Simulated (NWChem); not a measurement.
System: CH2NO, doublet; SMILES N[C]=O

Input file for NWChem:

```
start job
memory heap 200 mb stack 900 mb global 1100 mb
geometry units angstroms noautoz
  N      0.095584     1.088100     0.000000
  C     -0.413907    -0.157263     0.000000
  O      0.159689    -1.214220     0.000000
  H      1.100009     1.252195     0.000000
  H     -0.518452     1.886778     0.000000
end
basis spherical
  N library pcseg-1
  C library pcseg-1
  O library pcseg-1
  H library pcseg-1
end
dft
  odft
  mult 2
  xc pbe0
  iterations 150
  mulliken
end
task dft energy
```

Parts of the log:

```
             Northwest Computational Chemistry Package (NWChem) 7.3.0
             --------------------------------------------------------

 CS  symmetry detected

                             Geometry "geometry" -> ""
                             -------------------------

 Output coordinates in angstroms (scale by  1.889725989 to convert to a.u.)

  No.       Tag          Charge          X              Y              Z
 ---- ---------------- ---------- -------------- -------------- --------------
    1 N                    7.0000     0.10657083     1.08262956     0.00000000
    2 C                    6.0000    -0.41774979    -0.15656290     0.00000000
    3 O                    8.0000     0.14318843    -1.22029162     0.00000000
    4 H                    1.0000     1.11288307     1.23472303     0.00000000
    5 H                    1.0000    -0.49788759     1.88858042     0.00000000

 Effective nuclear repulsion energy (a.u.)      64.1506883179

      Symmetry information
      --------------------

 Group name             Cs
 Group number              2
 Group order               2
 No. of unique centers     5

                                 NWChem DFT Module
                                 -----------------

 Summary of "ao basis" -> "ao basis" (spherical)
 ------------------------------------------------------------------------------
       Tag                 Description            Shells   Functions and Types
 ---------------- ------------------------------  ------  ---------------------
 N                          pcseg-1                  6       14   3s2p1d
 C                          pcseg-1                  6       14   3s2p1d
 O                          pcseg-1                  6       14   3s2p1d
 H                          pcseg-1                  3        5   2s1p

      Symmetry analysis of basis
      --------------------------

        a'         38
        a"         14

            General Information
            -------------------
          SCF calculation type: DFT
          Wavefunction type:  spin polarized.
          No. of atoms     :     5
          No. of electrons :    23
           Alpha electrons :    12
            Beta electrons :    11
          Charge           :     0
          Spin multiplicity:     2
          Use of symmetry is: on ; symmetry adaption is: on
          Maximum number of iterations: 150
          AO basis - number of functions:    52
                     number of shells:    24
          Convergence on energy requested:  1.00D-06
          Convergence on density requested:  1.00D-05
          Convergence on gradient requested:  5.00D-04

              XC Information
              --------------
                         PBE0 Method XC Functional
                     Hartree-Fock (Exact) Exchange  0.250
          PerdewBurkeErnzerhof Exchange Functional  0.750
            Perdew 1991 LDA Correlation Functional  1.000 local
           PerdewBurkeErnz. Correlation Functional  1.000 non-local

             Grid Information
             ----------------
          Grid used for XC integration:  medium
          Radial quadrature: Mura-Knowles
          Angular quadrature: Lebedev.
          Tag              B.-S. Rad. Rad. Pts. Rad. Cut. Ang. Pts.
          ---              ---------- --------- --------- ---------
          N                   0.65       49           7.0       434
          C                   0.70       49           8.0       434
          O                   0.60       49          10.0       434
          H                   0.35       45           8.0       434
          Grid pruning is: on
          Number of quadrature shells:   237
          Spatial weights used:  Erf1

      Superposition of Atomic Density Guess
      -------------------------------------

 Sum of atomic energies:        -167.66462470

      Non-variational initial energy
      ------------------------------

 Total energy =    -168.885008
 1-e energy   =    -354.685935
 2-e energy   =     121.650239
 HOMO         =      -0.148051
 LUMO         =       0.067514

   Symmetry analysis of molecular orbitals - initial alpha
   -------------------------------------------------------

  Numbering of irreducible representations:

     1 a'          2 a"

  Orbital symmetries:

     1 a'          2 a'          3 a'          4 a'          5 a'
     6 a'          7 a'          8 a'          9 a"         10 a'
    11 a"         12 a'         13 a"         14 a'         15 a'
    16 a'         17 a'         18 a"         19 a'         20 a'
    21 a'         22 a'

   Symmetry analysis of molecular orbitals - initial beta
   ------------------------------------------------------

  Numbering of irreducible representations:

     1 a'          2 a"

  Orbital symmetries:

     1 a'          2 a'          3 a'          4 a'          5 a'
     6 a'          7 a'          8 a'          9 a"         10 a'
    11 a"         12 a'         13 a"         14 a'         15 a'
    16 a'         17 a'         18 a"         19 a'         20 a'
    21 a'         22 a'

     ---------------------------------------------
      Total Density - Mulliken Population Analysis
     ---------------------------------------------

    Atom       Charge   Shell Charges
 -----------   ------   -------------------------------------------------------
    1 N    7     7.52   2.00  0.85  0.60  2.52  1.55  0.01
    2 C    6     5.29   2.00  0.79  0.50  1.47  0.43  0.10
    3 O    8     8.74   2.00  0.95  0.88  3.11  1.78  0.02
    4 H    1     0.74   0.60  0.11  0.03
    5 H    1     0.71   0.60  0.07  0.04

     --------------------------------------------
      Spin Density - Mulliken Population Analysis
     --------------------------------------------

[...]
```

Level: PBE0/pcseg-1, spin-unrestricted. In the optimisation the excess spin sits in a' (Cs, its own frame). Geometry: optimised at B3LYP/6-31G* (spherical d), spin-unrestricted. No stability test was run on the SCF state.
